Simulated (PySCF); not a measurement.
C3H12BeOSi2 (SMILES C[Si](C)(C)[Be][O][SiH3]), singlet, at a GFN2-xTB geometry (such geometries of metal compounds can be far from the true shape), atoms displaced at random by about 0.03 Å a coordinate; TPSS/STO-3G, gradient (PySCF).

Here is a job for PySCF.
```python
from pyscf import gto, scf, dft

mol = gto.M(
    atom='''
Be    0.10941808    0.29683289   -0.61185932
Si   -0.10775201   -0.65426883    1.33229389
C    -1.77693507   -1.47442432    1.67860259
C     0.11664078    0.56159945    2.82857215
C     1.17598899   -2.06199210    1.64086864
H    -1.82131284   -1.94952438    2.63916567
H    -2.59159913   -0.75496575    1.65316406
H    -1.99733289   -2.29769952    0.90732564
H    -0.57764023    1.33180227    2.80096304
H     1.08325556    1.07291283    2.83520218
H     0.05556637   -0.01794654    3.81237266
H     2.17682060   -1.68186471    1.58137374
H     1.04765712   -2.83255883    0.97600471
H     1.09244011   -2.50031372    2.64511599
O     0.13373931    0.94389588   -1.84977022
Si    0.28309478    1.61759593   -3.33835133
H    -0.71681213    0.89752373   -4.22801662
H     1.63769284    1.48359570   -3.77140166
H    -0.12176589    3.06233834   -3.18100299
''',
    basis='sto-3g',
    verbose=4,
)

mf = dft.RKS(mol)
mf.xc = 'tpss'
mf.grids.level = 0
mf.kernel()
g = mf.nuc_grad_method()
g.grid_response = False
grad = g.kernel()
```

Q: Predict the main parts of the log of this PySCF run.

A: 
```
PySCF version 2.14.0

[INPUT] verbose = 4
[INPUT] num. atoms = 19
[INPUT] num. electrons = 70
[INPUT] charge = 0
[INPUT] spin (= nelec alpha-beta = 2S) = 0
[INPUT] symmetry False subgroup None
[INPUT] Mole.unit = angstrom
[INPUT] Symbol           X                Y                Z      unit          X                Y                Z       unit  Magmom
[INPUT]  1 Be     0.109418080000   0.296832890000  -0.611859320000 AA    0.206770204276   0.560932866863  -1.156246541563 Bohr   0.0
[INPUT]  2 Si    -0.107752010000  -0.654268830000   1.332293890000 AA   -0.203621788271  -1.236388900540   2.517670569531 Bohr   0.0
[INPUT]  3 C     -1.776935070000  -1.474424320000   1.678602590000 AA   -3.357920623435  -2.786258156198   3.172099167086 Bohr   0.0
[INPUT]  4 C      0.116640780000   0.561599450000   2.828572150000 AA    0.220419129156   1.061269152206   5.345226687072 Bohr   0.0
[INPUT]  5 C      1.175988990000  -2.061992100000   1.640868640000 AA    2.222297116604  -3.896600340017   3.100792335988 Bohr   0.0
[INPUT]  6 H     -1.821312840000  -1.949524380000   2.639165670000 AA   -3.441782454754  -3.684067151363   4.987300313654 Bohr   0.0
[INPUT]  7 H     -2.591599130000  -0.754965750000   1.653164060000 AA   -4.897412580361  -1.426678500927   3.124027312374 Bohr   0.0
[INPUT]  8 H     -1.997332890000  -2.297699520000   0.907325640000 AA   -3.774412141686  -4.342022809345   1.714596965396 Bohr   0.0
[INPUT]  9 H     -0.577640230000   1.331802270000   2.800963040000 AA   -1.091581833231   2.516741542374   5.293053030629 Bohr   0.0
[INPUT] 10 H      1.083255560000   1.072912830000   2.835202180000 AA    2.047056331312   2.027511404232   5.357755627970 Bohr   0.0
[INPUT] 11 H      0.055566370000  -0.017946540000   3.812372660000 AA    0.105005221036  -0.033914045484   7.204340212180 Bohr   0.0
[INPUT] 12 H      2.176820600000  -1.681864710000   1.581373740000 AA    4.113594756311  -3.178263680471   2.988363269179 Bohr   0.0
[INPUT] 13 H      1.047657120000  -2.832558830000   0.976004710000 AA    1.979785029251  -5.352760420418   1.844381598186 Bohr   0.0
[INPUT] 14 H      1.092440110000  -2.500313720000   2.645115990000 AA    2.064412615390  -4.724908156292   4.998544788808 Bohr   0.0
[INPUT] 15 O      0.133739310000   0.943895880000  -1.849770220000 AA    0.252730667988   1.783704703305  -3.495559109176 Bohr   0.0
[INPUT] 16 Si     0.283094780000   1.617595930000  -3.338351330000 AA    0.534971601494   3.056813287911  -6.308569721278 Bohr   0.0
[INPUT] 17 H     -0.716812130000   0.897523730000  -4.228016620000 AA   -1.354578608466   1.696074039998  -7.989793461909 Bohr   0.0
[INPUT] 18 H      1.637692840000   1.483595700000  -3.771401660000 AA    3.094790943761   2.803589552582  -7.126916243130 Bohr   0.0
[INPUT] 19 H     -0.121765890000   3.062338340000  -3.181002990000 AA   -0.230104183414   5.786980763355  -6.011224452523 Bohr   0.0

nuclear repulsion = 375.840025366046
number of shells = 37
number of NR pGTOs = 165
number of NR cGTOs = 55
basis = sto-3g
ecp = {}

******** <class 'pyscf.dft.rks.RKS'> ********
method = RKS
initial guess = minao
damping factor = 0
level_shift factor = 0
DIIS = <class 'pyscf.scf.diis.CDIIS'>
diis_start_cycle = 1
diis_space = 8
diis_damp = 0
SCF conv_tol = 1e-09
SCF conv_tol_grad = None
SCF max_cycles = 50
direct_scf = True
direct_scf_tol = 1e-13
XC library pyscf.dft.libxc version 7.1.2
    S. Lehtola, C. Steigemann, M. J. T. Oliveira, and M. A. L. Marques,  SoftwareX 7, 1–5 (2018)
XC functionals = tpss
    J. Tao, J. P. Perdew, V. N. Staroverov, and G. E. Scuseria,  Phys. Rev. Lett. 91, 146401 (2003)
    J. P. Perdew, J. Tao, V. N. Staroverov, and G. E. Scuseria,  J. Chem. Phys. 120, 6898 (2004)
    J. Tao, J. P. Perdew, V. N. Staroverov, and G. E. Scuseria,  Phys. Rev. Lett. 91, 146401 (2003)
    J. P. Perdew, J. Tao, V. N. Staroverov, and G. E. Scuseria,  J. Chem. Phys. 120, 6898 (2004)
radial grids:
    Treutler-Ahlrichs [JCP 102, 346 (1995); DOI:10.1063/1.469408] (M4) radial grids

becke partition: Becke, JCP 88, 2547 (1988); DOI:10.1063/1.454033
pruning grids: <function nwchem_prune>
grids dens level: 0
symmetrized grids: False
atomic radii adjust function: <function treutler_atomic_radii_adjust>
small_rho_cutoff = 0
Set gradient conv threshold to 3.16228e-05
Initial guess from minao.
tot grids = 16096
init E= -781.155380500987
  HOMO = -0.311440003819011  LUMO = -0.0694300934685666  gap/eV = 6.58543
cycle= 1 E= -781.295739699293  delta_E= -0.14  |g|= 0.77  |ddm|= 5.05
  HOMO = -0.0171467478063658  LUMO = 0.184635795342655  gap/eV = 5.49078
cycle= 2 E= -779.660782649589  delta_E= 1.63  |g|= 2.63  |ddm|= 3.16
  HOMO = -0.124922048278455  LUMO = 0.128578593186802  gap/eV = 6.89810
cycle= 3 E= -781.46887502961  delta_E= -1.81  |g|= 0.287  |ddm|= 2.38
  HOMO = -0.153073586120671  LUMO = 0.112019228589363  gap/eV = 7.21354
cycle= 4 E= -781.494908201461  delta_E= -0.026  |g|= 0.0948  |ddm|= 0.478
  HOMO = -0.159143488002981  LUMO = 0.102343695774216  gap/eV = 7.11543
cycle= 5 E= -781.497364968454  delta_E= -0.00246  |g|= 0.0251  |ddm|= 0.106
  HOMO = -0.156983481800319  LUMO = 0.104245711080605  gap/eV = 7.10841
cycle= 6 E= -781.497587034075  delta_E= -0.000222  |g|= 0.00432  |ddm|= 0.0317
  HOMO = -0.156612306869088  LUMO = 0.104525139165151  gap/eV = 7.10591
cycle= 7 E= -781.497593068505  delta_E= -6.03e-06  |g|= 0.000884  |ddm|= 0.00563
  HOMO = -0.156673436633635  LUMO = 0.104411445006845  gap/eV = 7.10448
cycle= 8 E= -781.497593325068  delta_E= -2.57e-07  |g|= 0.000207  |ddm|= 0.00143
  HOMO = -0.156688043050821  LUMO = 0.10439068049609  gap/eV = 7.10431
cycle= 9 E= -781.497593339687  delta_E= -1.46e-08  |g|= 2.66e-05  |ddm|= 0.000349
  HOMO = -0.156687549230459  LUMO = 0.104396382300716  gap/eV = 7.10446
cycle= 10 E= -781.497593339985  delta_E= -2.98e-10  |g|= 5.05e-06  |ddm|= 5.61e-05
  HOMO = -0.156687394140012  LUMO = 0.104396172337943  gap/eV = 7.10445
Extra cycle  E= -781.497593339971  delta_E= 1.36e-11  |g|= 8.78e-06  |ddm|= 1.79e-05
converged SCF energy = -781.497593339971

******** <class 'pyscf.grad.rks.Gradients'> for <class 'pyscf.dft.rks.RKS'> ********
unit = Eh/Bohr
grid_response = False
--------------- RKS gradients ---------------
         x                y                z
0 Be     0.0045364590    -0.0130163727     0.0238006955
1 Si    -0.0158660476    -0.0008219906    -0.0177061427
2 C    -0.0034047942     0.0163633108     0.0465096519
3 C    -0.0365469169     0.0635983787    -0.0021996525
4 C     0.0224527381    -0.0574187469    -0.0433442443
5 H    -0.0040186514     0.0110267343    -0.0247026856
6 H     0.0112994729    -0.0075381563     0.0038266658
7 H    -0.0034534304    -0.0245710659    -0.0204142159
8 H     0.0479924036    -0.0402651725    -0.0037989491
9 H    -0.0111192930     0.0012187213     0.0027929166
10 H     0.0036637213    -0.0170435535     0.0245809314
11 H    -0.0243659846    -0.0072555567     0.0070835180
12 H     0.0053582300     0.0531788419     0.0503298009
13 H     0.0063677114    -0.0017671425    -0.0045026758
14 O    -0.0036896529     0.0443339626    -0.0685433872
15 Si     0.0399942608    -0.0235097934     0.0305855852
16 H    -0.0217338075    -0.0145587546    -0.0123924965
17 H    -0.0105135055     0.0005047060     0.0068679830
18 H    -0.0085180892     0.0220282290     0.0067191244
----------------------------------------------
```
